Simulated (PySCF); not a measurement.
Rigid-rotor lines calculated for a species of formula C5H4F2 (commonest isotopes; PBE0-D3(BJ)/def2-SVP geometry optimisation, gas phase in PySCF 2.14.0), labelled J(Ka,Kc):

```json
{"transition": "1(1,0) ← 0(0,0)", "MHz": "9175.0"}
{"transition": "1(0,1) ← 0(0,0)", "MHz": "2090.6"}
{"transition": "2(1,1) ← 1(1,0)", "MHz": "4240.7"}
{"transition": "2(1,2) ← 1(1,1)", "MHz": "4121.5"}
{"transition": "2(0,2) ← 1(0,1)", "MHz": "4180.7"}
```

(1) Find the rotational constants.

(2) What moments of inertia, asymmetry and inertial defect follow?

(3) Which dipole components do these lines need?

(4) Where do these fall, and of which type are they? 3(2,2) ← 3(1,2); 2(2,1) ← 2(1,1); 3(2,1) ← 2(2,0); 3(2,2) ← 2(1,2); 2(1,1) ← 1(0,1); 2(1,2) ← 2(0,2); 3(1,3) ← 3(0,3); 3(0,3) ← 2(0,2); 2(2,0) ← 1(1,0); 3(1,2) ← 2(0,2).

(5) Which structure gave them?

Results:

(1) 1(0,1) ← 0(0,0) is B + C, 2(1,1) ← 1(1,0) is 3B + C and 2(1,2) ← 1(1,1) is B + 3C, so B − C is half the difference of the last two, 59.6 MHz. 1(1,0) ← 0(0,0) is A + B. A = 8099.9, B = 1075.1, C = 1015.5 MHz.

(2) I = 505379 MHz·u·Å² over each constant: Ia = 62.39, Ib = 470.10, Ic = 497.67 u·Å²; κ = (2B − A − C)/(A − C) = -0.983 (near-prolate asymmetric top); Δ = Ic − Ia − Ib = -34.82 u·Å².

(3) μa and μc (a-type: ΔKa even, ΔKc odd; c-type: ΔKa odd, ΔKc even). The calculation gives |μa| = 2.60 D, |μb| = 0.00 D, |μc| = 0.39 D.

(4) 
| transition | MHz | type | branch |
| --- | --- | --- | --- |
| 3(0,3) ← 2(0,2) | 6270 | a | R |
| 3(2,1) ← 2(2,0) | 6273 | a | R |
| 3(1,3) ← 3(0,3) | 6878 | c | Q |
| 2(1,2) ← 2(0,2) | 6966 | c | Q |
| 2(1,1) ← 1(0,1) | 11325 | c | R |
| 3(1,2) ← 2(0,2) | 13505 | c | R |
| 3(2,2) ← 3(1,2) | 20986 | c | Q |
| 2(2,1) ← 2(1,1) | 21075 | c | Q |
| 2(2,0) ← 1(1,0) | 25316 | c | R |
| 3(2,2) ← 2(1,2) | 27525 | c | R |

(5) `C=C=C=CC(F)F`, point group Cs. Three constants can't fix a structure by themselves; this is the one that was computed:
```xyz
11
C5H4F2 angstrom
C      2.689   -0.419   -0.716
C      1.529   -0.255   -0.113
C      0.408   -0.101    0.472
C     -0.758    0.062    1.067
C     -2.018    0.347    0.317
F     -2.945   -0.598    0.600
F     -2.530    1.535    0.714
H      3.599   -0.624   -0.143
H      2.779   -0.353   -1.805
H     -0.856   -0.002    2.158
H     -1.862    0.376   -0.774
```

The values belong to one conformer (point group Cs) with, in the numbering `[CH2:1]=[C:2]=[C:3]=[CH:4][CH:5]([F:6])[F:7]`, C3–C4–C5–F6 123°. PBE0-D3(BJ)/def2-SVP frequencies: not computed here. Zero-point vibration and centrifugal distortion are left out.

Hardware: an Arm Neoverse V1 with one thread, shared host with 32 logical CPUs at a one-minute load of 13. Cost: 40 s of wall time, 0.47 GiB resident at most. These figures are those of the optimisation.
